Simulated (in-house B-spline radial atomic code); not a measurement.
**Pd³⁺: [Kr] 4d7**

All numbers are computed (non-relativistic CAM-B3LYP, spin-polarised, spherical fractional occupations, exact exchange averaged over the configuration; point nucleus) with a B-spline radial code for spherical atoms, not measured.

Effective charges: Z_r = [3n² - l(l+1)]/(2<r>) from the radius, Z_e = n√(-2ε) from the energy, and Slater's rules. Values are occupation-weighted means over spin.

```json
{"shell": "1s", "electrons": "2", "ε (eV)": "-23545", "<r> (bohr)": "0.0331", "Z_r": "45.31", "Z_e": "41.60", "Slater": "45.70"}
{"shell": "2s", "electrons": "2", "ε (eV)": "-3423.2", "<r> (bohr)": "0.1438", "Z_r": "41.74", "Z_e": "31.72", "Slater": "41.85"}
{"shell": "2p", "electrons": "6", "ε (eV)": "-3181.3", "<r> (bohr)": "0.1229", "Z_r": "40.68", "Z_e": "30.58", "Slater": "41.85"}
{"shell": "3s", "electrons": "2", "ε (eV)": "-657.01", "<r> (bohr)": "0.3914", "Z_r": "34.49", "Z_e": "20.85", "Slater": "34.75"}
{"shell": "3p", "electrons": "6", "ε (eV)": "-560.02", "<r> (bohr)": "0.3839", "Z_r": "32.56", "Z_e": "19.25", "Slater": "34.75"}
{"shell": "3d", "electrons": "10", "ε (eV)": "-381.22", "<r> (bohr)": "0.3571", "Z_r": "29.41", "Z_e": "15.88", "Slater": "24.85"}
{"shell": "4s", "electrons": "2", "ε (eV)": "-125.8", "<r> (bohr)": "0.9672", "Z_r": "24.81", "Z_e": "12.16", "Slater": "18.25"}
{"shell": "4p", "electrons": "6", "ε (eV)": "-94.912", "<r> (bohr)": "1.037", "Z_r": "22.19", "Z_e": "10.56", "Slater": "18.25"}
{"shell": "4d", "electrons": "7", "ε (eV)": "-46.206", "<r> (bohr)": "1.294", "Z_r": "16.23", "Z_e": "7.37", "Slater": "7.90"}
```

The least bound orbital is 4d down at -44.46 eV, and it is also the most diffuse (<r> = 1.307 bohr).
